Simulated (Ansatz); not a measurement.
C$_{6}$H$_{14}$Si (SMILES C=CC[Si](C)(C)C), singlet, geometry from GFN2-xTB, atoms displaced at random by about 0.03 Å a coordinate; HF/STO-3G, gradient run with Ansatz (a quantum-chemistry and plane-wave program).

Input for Ansatz:
Ansatz 0.2 input:
```yaml
crystal:
  periodic: [false, false, false]
  atoms:
    - {symbol: C, position_ang: [2.95051316, 0.24786462, 0.42481042]}
    - {symbol: C, position_ang: [2.00038193, -0.09574208, -0.47120461]}
    - {symbol: C, position_ang: [0.88863540, 0.76853134, -0.73340486]}
    - {symbol: Si, position_ang: [-0.75581077, 0.00672918, -0.06343507]}
    - {symbol: C, position_ang: [-1.02400742, -1.78922832, -0.72848962]}
    - {symbol: C, position_ang: [-0.63356347, -0.07209813, 1.87877446]}
    - {symbol: C, position_ang: [-2.15241830, 1.05935162, -0.49099670]}
    - {symbol: H, position_ang: [3.80331591, -0.40755259, 0.65277020]}
    - {symbol: H, position_ang: [2.85479978, 1.10566794, 1.07354521]}
    - {symbol: H, position_ang: [2.13762483, -0.99075158, -1.04695909]}
    - {symbol: H, position_ang: [0.75281283, 0.83346573, -1.83676320]}
    - {symbol: H, position_ang: [1.03508802, 1.74633335, -0.39718981]}
    - {symbol: H, position_ang: [-1.94871199, -2.12712389, -0.32529122]}
    - {symbol: H, position_ang: [-0.23532227, -2.45951661, -0.45923052]}
    - {symbol: H, position_ang: [-1.00407406, -1.72318536, -1.83112941]}
    - {symbol: H, position_ang: [-0.49189248, 0.95278696, 2.30831410]}
    - {symbol: H, position_ang: [0.32515894, -0.67612840, 2.14289694]}
    - {symbol: H, position_ang: [-1.35595546, -0.52597772, 2.30343096]}
    - {symbol: H, position_ang: [-2.34442160, 1.16405776, -1.59285737]}
    - {symbol: H, position_ang: [-2.06624299, 2.13359606, -0.19206606]}
    - {symbol: H, position_ang: [-3.15035944, 0.73662211, -0.11871646]}
basis:
  gaussian:
    orbitals: STO-3G
hamiltonian:
  xc: hf
output: {forces: true}
```

Task: What does Ansatz print? Leave out banner, timings and long lists.

Result: 
```
Functional definition: HF
716 factors; integrals over basis functions are off by at most 3.6e-5 eV
mean field evaluation 1: about -14098.7428 eV, gradient 1.7e1 eV
mean field evaluation 2: about -14099.0241 eV, gradient 1.7e1 eV
mean field evaluation 4: about -14100.1904 eV, gradient 2.1e0 eV
mean field evaluation 8: about -14100.2029 eV, gradient 1.5e-2 eV
mean field -14100.20294282 eV, -518.1729006879 hartree, gradient 1.9e-5 eV, S^2 0.000000; 0 other end points of the search recorded, 0 dependent functions left out
the calculation of the forces begins
reference -14100.20294282 eV, -518.1729006879 hartree; 32, 32 occupied and 21, 21 virtual orbitals, 716 factors
Total energy: -14100.20294282 eV, -518.1729006879 hartree
Atom 0 at     2.950513     0.247865     0.424810 Å, force    -1.256500    -2.132675    -1.191096 eV/Å
Atom 1 at     2.000382    -0.095742    -0.471205 Å, force     5.773533     0.228592     3.330177 eV/Å
Atom 2 at     0.888635     0.768531    -0.733405 Å, force    -5.000495    -1.011513    -3.132510 eV/Å
Atom 3 at    -0.755811     0.006729    -0.063435 Å, force     2.052013    -1.839505     2.294515 eV/Å
Atom 4 at    -1.024007    -1.789228    -0.728490 Å, force     1.205423     3.106357    -0.918458 eV/Å
Atom 5 at    -0.633563    -0.072098     1.878774 Å, force     9.715030     3.610942    -4.473378 eV/Å
Atom 6 at    -2.152418     1.059352    -0.490997 Å, force    -3.758905     3.089496    -2.324631 eV/Å
Atom 7 at     3.803316    -0.407553     0.652770 Å, force    -0.595926     0.499780    -0.330925 eV/Å
Atom 8 at     2.854800     1.105668     1.073545 Å, force     0.001091     0.256708    -0.252401 eV/Å
Atom 9 at     2.137625    -0.990752    -1.046959 Å, force    -0.196438    -0.440403    -0.294948 eV/Å
Atom 10 at     0.752813     0.833466    -1.836763 Å, force     0.074394     0.115526     1.063941 eV/Å
Atom 11 at     1.035088     1.746333    -0.397190 Å, force     0.290489     1.706577     0.971216 eV/Å
Atom 12 at    -1.948712    -2.127124    -0.325291 Å, force    -0.820565    -0.669443    -0.257614 eV/Å
Atom 13 at    -0.235322    -2.459517    -0.459231 Å, force     0.362376    -0.318738     0.476499 eV/Å
Atom 14 at    -1.004074    -1.723185    -1.831129 Å, force    -0.707088    -0.450491     0.962823 eV/Å
Atom 15 at    -0.491892     0.952787     2.308314 Å, force    -0.403395    -1.548663    -0.549198 eV/Å
Atom 16 at     0.325159    -0.676128     2.142897 Å, force    -2.480585     1.708323    -0.638552 eV/Å
Atom 17 at    -1.355955    -0.525978     2.303431 Å, force    -6.716912    -3.737746     3.648673 eV/Å
Atom 18 at    -2.344422     1.164058    -1.592857 Å, force     0.734372    -0.602652     1.380244 eV/Å
Atom 19 at    -2.066243     2.133596    -0.192066 Å, force     0.314816    -1.586313     0.168607 eV/Å
Atom 20 at    -3.150359     0.736622    -0.118716 Å, force     1.413269     0.015841     0.067016 eV/Å
Dipole moment:    -0.132154     0.005998    -0.105205 e Å
```
